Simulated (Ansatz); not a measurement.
Consider the silylene formation by 1,1-elimination: `N[Si](N)(F)Cl` → `F[Si]Cl` + `NN`.

Program: Ansatz. Geometries: PBE0-D4/def2-TZVP. ΔE: electronic, gas phase. CCSD(T)/CBS is the MP2 limit (def2-TZVPP, def2-QZVPP) plus CCSD(T) − MP2 in def2-TZVPP, frozen cores. This one scheme is used for every species. Functionals use def2-TZVPP. One conformer a species, not always the lowest.

```csv
level,ΔE (kcal/mol)
LDA (SPW92),114.1
CAM-B3LYP-D4,113.2
```

**Question.** What does CCSD(T)/CBS give? (An estimate is asked.)

**Answer.** The calculation gave: +114.7 kcal/mol. The listed levels differ from it by -0.6, -1.5 kcal/mol.

Largest T1 diagnostic among the species: 0.014.

Leaving LDA and LC-ωPBE aside and taking each functional with its dispersion term where it has one, the values, not all of them listed here, spread over 16.5 kcal/mol, from BLYP-D4 to r2SCAN0-D4. LDA lies +11.2 kcal/mol from PBE without D4. At CCSD(T), def2-SVP lies −10.5 kcal/mol from the extrapolated value and def2-TZVPP −1.9 kcal/mol. From BLYP to BHLYP (50 % exact exchange), in def2-TZVPP and without D4, ΔE moves by +15.8 kcal/mol.
